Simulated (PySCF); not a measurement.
## How methods differ on the ionisation energy of Ar(2+)

Ar(2+) [Ne] 3s2 3p4 (3P) → Ar(3+) [Ne] 3s2 3p3 (4S), as a difference of total energies. Calculation: PySCF 2.14, in aug-cc-pV(T+d)Z with one added diffuse shell each of s, p, d, f type (7s6p5d3f, 71 functions); the non-relativistic Hamiltonian (point nucleus). Correlated levels: valence: [Ne] frozen. The calculations carry no spin-orbit coupling.

```csv
method,ionisation energy (eV),plus first-order spin-orbit estimate,difference from reference of that sum (eV)
UHF,39.402,39.464,-1.271
LDA,40.842,40.904,+0.169
PBE,40.731,40.793,+0.058
PBE0,40.733,40.794,+0.059
r2SCAN,40.702,40.764,+0.029
BHandHLYP,40.677,40.739,+0.004
MN15,40.995,41.056,+0.321
r2SCANh,40.696,40.758,+0.023
B2PLYP,40.596,40.658,-0.077
MP2 (valence),40.211,40.273,-0.462
SCS-MP2 (valence),40.299,40.361,-0.374
```

Reference: 40.735 ± 0.012 eV (semi-empirical (NIST evaluation); NIST Atomic Spectra Database, ionization energies).

A first-order spin-orbit estimate (lowest level to lowest level, LS coupling) adds 0.062 eV.

Errors of the correlated levels include the incompleteness of this basis and the frozen core.
